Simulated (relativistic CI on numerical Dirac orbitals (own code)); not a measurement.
## Hyperfine structure of Sb⁴¹⁺, mass number 125

Method of calculation: Dirac-Coulomb-Breit CI, KLI orbitals optimised for each configuration, model QED, unscaled Slater integrals (own radial code, finite nucleus).

Configuration list (outside the closed core 1s2): 2s²2p⁶, 2s²2p⁵3s, 2s²2p⁵3p, 2s²2p⁵3d, 2s2p⁶3s, 2s2p⁶3p, 2s2p⁶3d, 2s²2p⁵4s, 2s²2p⁵4p, 2s²2p⁵4d, 2s²2p⁵4f, 2s2p⁶4s, 2s2p⁶4p, 2s²2p⁴3s², 2s2p⁶4d, 2s2p⁶4f. Levels of other configurations are missing.

Nuclear spin I = 7/2, μ = 2.63 μN (tables of Stone and Pyykkö). The electronic factors are computed for point nuclear moments, without core polarisation or the Bohr-Weisskopf and QED corrections.

| Level | E (eV) | A (GHz) |
| --- | --- | --- |
| 2s²2p⁵3s ³P°2 | 3704.42 | 378.9 |
| 2s²2p⁵3s ¹P°1 | 3709.61 | -17.83 |
| 2s²2p⁵3p ³D2 | 3792.32 | 211.8 |
| 2s²2p⁵3p ³D3 | 3857.45 | 114.2 |
| 2s²2p⁵3p ¹P1 | 3857.49 | 118.5 |
| 2s²2p⁵3p ³P2 | 3865.18 | 113.9 |
| 2s²2p⁵3d ³P°1 | 3961.62 | 184 |
| 2s²2p⁵3s ³P°1 | 3965.83 | 942.2 |

Levels with J = 0, under 50 % of one LS term, or S terms without an open s electron are left out. Small factors come from cancelling terms and can be off by tens of per cent or more.

At this charge energies of transitions that change n are usually good to better than 1 %, and those within a shell (Δn = 0) to a few per cent.

Task: Give the hyperfine levels of 2s²2p⁵3s ³P°2 relative to its centre of gravity.

Result: With K = F(F + 1) − I(I + 1) − J(J + 1), E = AK/2: F = 3/2: -3410, F = 5/2: -2463, F = 7/2: -1137, F = 9/2: 568.4, F = 11/2: 2653 GHz.

LS names give the leading component of a level, which can be under half, so a name can repeat, a term be missing and a line seem to break the LS rules.
